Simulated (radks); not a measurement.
Valence configurations of Ta I (all share [Xe]). All-electron calculation, scalar-relativistic Kohn-Sham, PBE, spin-polarised, spherical densities, point nucleus; open shells are filled with parallel spins first (spin-orbit coupling, left out, can overturn this in heavy ions). Program: a radial shooting solver on a logarithmic mesh with Libxc functionals. Energies are relative to 4f14 5d3 6s2; eigenvalues in eV for spin up.

[
 {"valence": "4f14 5d3 6s2", "E (eV)": "0.000", "moment (Bohr magnetons)": "3", "e(4f)": "-24.541", "e(5d)": "-4.205", "e(6p)": "-", "e(6s)": "-5.874"},
 {"valence": "4f14 5d3 6s1.5 6p0.5", "E (eV)": "1.436", "moment (Bohr magnetons)": "4", "e(4f)": "-25.251", "e(5d)": "-4.916", "e(6p)": "-2.082", "e(6s)": "-6.515"},
 {"valence": "4f14 5d5", "E (eV)": "2.655", "moment (Bohr magnetons)": "5", "e(4f)": "-21.049", "e(5d)": "-2.516", "e(6p)": "-", "e(6s)": "-"},
 {"valence": "4f14 5d3 6s1 6p1", "E (eV)": "2.666", "moment (Bohr magnetons)": "5", "e(4f)": "-25.861", "e(5d)": "-5.542", "e(6p)": "-2.453", "e(6s)": "-7.057"},
 {"valence": "4f14 5d1 6s2 6p2", "E (eV)": "8.067", "moment (Bohr magnetons)": "3", "e(4f)": "-32.349", "e(5d)": "-9.141", "e(6p)": "-3.642", "e(6s)": "-8.955"},
 {"valence": "4f13 5d4 6s2", "E (eV)": "23.342", "moment (Bohr magnetons)": "5", "e(4f)": "-33.317", "e(5d)": "-5.450", "e(6p)": "-", "e(6s)": "-6.123"},
 {"valence": "4f12 5d4 6s1 6p2", "E (eV)": "62.417", "moment (Bohr magnetons)": "9", "e(4f)": "-48.190", "e(5d)": "-10.936", "e(6p)": "-3.489", "e(6s)": "-9.153"},
 {"valence": "4f12 5d3 6s2 6p2", "E (eV)": "67.339", "moment (Bohr magnetons)": "7", "e(4f)": "-51.464", "e(5d)": "-12.675", "e(6p)": "-3.803", "e(6s)": "-9.764"},
 {"valence": "4f12 5d3 6s1 6p3", "E (eV)": "70.790", "moment (Bohr magnetons)": "9", "e(4f)": "-52.537", "e(5d)": "-13.754", "e(6p)": "-4.457", "e(6s)": "-10.691"},
 {"valence": "4f11 5d4 6s2 6p2", "E (eV)": "107.38", "moment (Bohr magnetons)": "9", "e(4f)": "-61.728", "e(5d)": "-14.388", "e(6p)": "-3.861", "e(6s)": "-10.071"}
]

NIST lists [Xe] 4f14 5d3 6s2 as the ground configuration; this level of theory agrees among the configurations tried. The energies are those of spherical high-spin densities, not of single terms.
